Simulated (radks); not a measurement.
Values are calculated unless marked as measured or tabulated.
Question: The mean radii <r> (bohr) of the occupied orbitals of an atom or ion are listed with their occupations. Level of theory: Dirac Kohn-Sham, LDA (Slater exchange, Perdew-Wang correlation), spin-unpolarised, spherical densities, finite nucleus; Fermi nuclear charge, rms radius of each element as measured or else 0.836 A^(1/3) + 0.57 fm (a radial shooting solver on a logarithmic mesh with Libxc functionals).

orbital      occ.      <r>
1s1/2           2  0.02459
2s1/2           2   0.1048
2p1/2           2  0.08798
2p3/2           4  0.09418
3s1/2           2   0.2787
3p1/2           2   0.2683
3p3/2           4   0.2805
3d3/2           4   0.2514
3d5/2           6   0.2552
4s1/2           2   0.6389
4p1/2           2   0.6580
4p3/2           4   0.6861
4d3/2           4   0.7442
4d5/2           6   0.7543
5s1/2           2    1.541
5p1/2           2    1.735
5p3/2           4    1.819
4f5/2    0.857143    1.206
4f7/2     1.14286    1.223

Name the element and its charge. Open shells, if any, are shared by 2j + 1.

Answer: Z = 58, cerium, charge +2: Ce2+ in [Xe] 4f2. The 1s radius gives Z: for a bare nucleus <r> = (2 gamma + 1)/(2Z) with gamma = sqrt(1 - (Z/c)^2), 0.02424 bohr for Z = 58, and screening makes it slightly larger (0.02459 here). The occupations add up to 56, and the charge is Z minus that.
